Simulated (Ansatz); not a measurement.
The first iterations of a band of BFH4SSi (8 atoms, charge 0, multiplicity 1).

These are results of RKS PBE-D4/6-31G* in Ansatz, not measurements.

```json
{
 "movable images": "2",
 "climbing image": "no",
 "spring": "5.0 eV/Å²",
 "optimiser": "quadratic models (default)",
 "start path": "through a guess of the saddle point",
 "force threshold": "0.05 eV/Å",
 "iteration limit": "60",
 "end points": "relaxed"
}
```

First end point:

```xyz
8
Properties=species:S:1:pos:R:3
F -1.403 -1.494 0.510
B -0.790 -0.435 1.048
Si 0.235 0.779 -0.234
S 1.723 -0.461 -1.231
H -0.869 -0.308 2.249
H -0.686 1.442 -1.226
H 1.040 1.846 0.442
H 0.842 -1.426 -1.615
```

Last end point:

```xyz
8
Properties=species:S:1:pos:R:3
F -1.614 -1.369 0.494
B -0.977 -0.228 0.852
Si 0.777 0.316 0.107
S 1.613 -0.126 -1.821
H -1.202 0.328 1.902
H -0.962 0.713 -0.114
H 1.105 1.770 0.300
H 1.352 -1.461 -1.776
```

| iteration | highest image above the first end (eV) | largest band force component (eV/Å) |
| --- | --- | --- |
| 1 | 1.837 | 4.787 |
| 2 | 0.853 | 1.697 |
| 3 | 0.591 | 0.774 |
| 4 | 0.559 | 0.540 |
| 5 | 0.549 | 0.258 |

Problem. Does the band converge within its limit, and where does its top end?

Solution. It converged. It ended after 16 iterations with the highest image 0.431 eV above the first end. The highest image is an end point: on this band no image between the ends rises above it. So few images can step over the top or miss a turn of the path.

Time of the run: 2 min on 1 thread of Arm Neoverse N1 (shared host), peak memory 0.15 GiB.
